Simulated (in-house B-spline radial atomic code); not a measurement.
Results of a calculation; reference values are marked as such.
**Cu in an electron gas of r_s = 2: phase shifts, screening, friction and resistivity**

A nucleus sits in a uniform electron gas with a rigid positive background. The Kohn-Sham equations are solved self-consistently in the spin-unpolarised LDA (PW92), non-relativistic, on B-splines with outgoing waves at the boundary and partial waves to l = 8. The model has no lattice, no bands and no magnetic solution. Atomic units; δ_l are the phase shifts at the Fermi level, counted so that each bound state adds π, and good to about 0.0005.

The density parameter is r_s = 2 bohr, near that of the valence electrons of Si (4 per atom, density 2.33 g/cm³, mass 28.09 u, which gives r_s = 2.01).

```csv
l,δ_l (rad)
0,9.4576
1,6.7136
2,3.1075
3,0.0441
4,0.0091
5,0.0017
6,0.0004
7,0.0000
8,0.0000
```

Bound levels below the band bottom (hartree): s -320.4, s -37.76, p -33.09, s -3.703, p -2.256.

Problem. Check the Friedel sum rule, and say where the screening charge sits.

Solution. k_F = (9π/4)^(1/3)/r_s = 0.95958. The rule is Z = (2/π) Σ (2l + 1) δ_l. The terms are s 6.021, p 12.822, d 9.891, f 0.197 and 0.067 beyond, in all 28.998 against Z = 29. Bound states hold 6 s, 12 p, 0 d electrons, so the scattering states carry 11.00 in all.

Problem. Find the transport cross section and the electronic stopping of a 1 keV Cu ion (mass 63.55 u).

Solution. σ_tr = (4π/k_F²) Σ (l + 1) sin²(δ_l − δ_(l+1)). The terms for l = 0 to 3 are 0.1499, 0.4014, 0.0183, 0.0049, all together 0.5748, so σ_tr = 13.647 × 0.5748 = 7.844 bohr². With n = 3/(4π r_s³) = 0.02984, the friction coefficient is Q = n k_F σ_tr = 0.2246. For v well below v_F = 0.960, dE/dx = Q v; with 24801 eV per u at v = 1, v = √(1000/(24801 × 63.55)) = 0.0252, so dE/dx = 0.00566 hartree/bohr = 2.91 eV/nm. The largest term couples the p and d waves.

Problem. What residual resistivity would 1 atomic per cent of such centres give in a metal of this density?

Solution. Δρ = k_F n_i σ_tr/n in atomic units of 21.74 μΩ·cm. With one host atom per 4 electrons, n_i/n = 0.01/4, so Δρ = 0.9596 × 0.00250 × 7.844 × 21.74 = 0.41 μΩ·cm. This is an atom added to the gas, as on an interstitial site.

Problem. On a substitutional site the background of one host ion, a sphere holding 4 charges, is taken out. The phase shifts for l = 0 to 4 become 8.7650, 5.8923, 2.7396, -0.0844, -0.0228. What follows?

Solution. The Friedel sum is now 25.00, for Z − 4 = 25. The sum in σ_tr is 0.3802, so σ_tr = 5.19 bohr² and Δρ = 0.27 μΩ·cm per atomic per cent, 0.66 times the value above. A real host ion scatters too, so this model doesn't give zero even for the host's own atom.
